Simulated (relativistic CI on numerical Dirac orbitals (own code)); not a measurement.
Spin-orbit doublets in the photoemission of lutetium

Problem. Photoelectron lines from p, d and f shells are doublets, and peak fits need their splitting and area ratio. Find both for the 4f line of lutetium, from the calculated spin-orbit constant ζ(4f) = 0.4143 eV of the closed-shell ion Lu³⁺ with one hole. Is the doublet resolved if instrument, lifetime and solid give each line a width of 0.4 eV (assumed)?

Working.
1. One hole with l = 3 gives j = 7/2 and j = 5/2. For a hole the level of higher j has the lower binding energy.
2. The splitting is (l + ½)ζ = 3.5 × 0.4143 = 1.45 eV.
3. The areas follow 2j + 1: 8 : 6, so the weaker line has 0.750 of the stronger one's area, if the radial matrix elements are equal.
4. Splitting over width is 3.62: two separate peaks.

Check. The difference of tabulated binding energies of the element (N6 less N7; Elam, Ravel and Sieber, Radiat. Phys. Chem. 63, 121 (2002), rounded to 0.1 eV or more) is 1.4 eV.

All doublets of Lu³⁺, calculated as differences of Dirac-Coulomb-Breit total energies with one hole (eV):

```csv
Shell,Calculated,Without Breit and QED,"Tabulated, element"
2p,1106,1118,1105.0
3p,239.2,241.7,240.0
3d,51.05,52.03,50.0
4p,54.23,54.84,53.2
4d,9.893,10.09,9.8
4f,1.456,1.529,1.4
5p,7.22,7.315,6.9
```

The Breit and QED terms lower the splittings by 1.0 to 4.7 %.
